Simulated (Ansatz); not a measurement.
Geometry optimisation, RKS BLYP/6-31G (Ansatz 0.2.0).

The input (input.yaml):

```yaml
crystal:
  periodic: [false, false, false]
  atoms:
    - { symbol: Si, position_ang: [0.0, 0.0, 0.0] }
    - { symbol: F, position_ang: [0.0, 0.0, 1.59] }
    - { symbol: Cl, position_ang: [2.0086, 0.0, -0.7093] }
    - { symbol: Cl, position_ang: [-1.0032, 1.7381, -0.7093] }
    - { symbol: H, position_ang: [-0.6877, -1.1914, -0.4862] }
basis:
  gaussian: { orbitals: "6-31G" }
hamiltonian:
  xc: blyp
relax:
  f_tol: 0.02
  max_steps: 40
```

Command:

```bash
$ ansatz run input.yaml --threads 1 --pin off --max-ram 2048MiB --backend cpu --events-out ev --progress --plain --runs-dir out
```

Q: Where does it end, and by what steps?

A: It converged. Limits of this set-up: no polarisation functions. After 4 steps the energy has fallen by 0.256 eV; F2 moved furthest, 0.08 Å.

```json
{"step": "0", "energy less start (eV)": "0.0000", "largest force component (eV/Å)": "4.028", "accepted": "yes"}
{"step": "1", "energy less start (eV)": "-0.1879", "largest force component (eV/Å)": "2.108", "accepted": "yes"}
{"step": "2", "energy less start (eV)": "-0.2538", "largest force component (eV/Å)": "0.364", "accepted": "yes"}
{"step": "3", "energy less start (eV)": "-0.2559", "largest force component (eV/Å)": "0.076", "accepted": "yes"}
{"step": "4", "energy less start (eV)": "-0.2562", "largest force component (eV/Å)": "0.006", "accepted": "yes"}
```

```xyz
5
Properties=species:S:1:pos:R:3
Si -0.005 -0.009 -0.028
F 0.007 0.012 1.673
Cl 2.059 -0.003 -0.723
Cl -1.031 1.781 -0.723
H -0.713 -1.235 -0.514
```

Whether the end is a true minimum wasn't checked by a vibrational analysis.

Time of the run: 9.7 s on 1 thread of Arm Neoverse V2, on a shared host, peak memory 0.12 GiB.
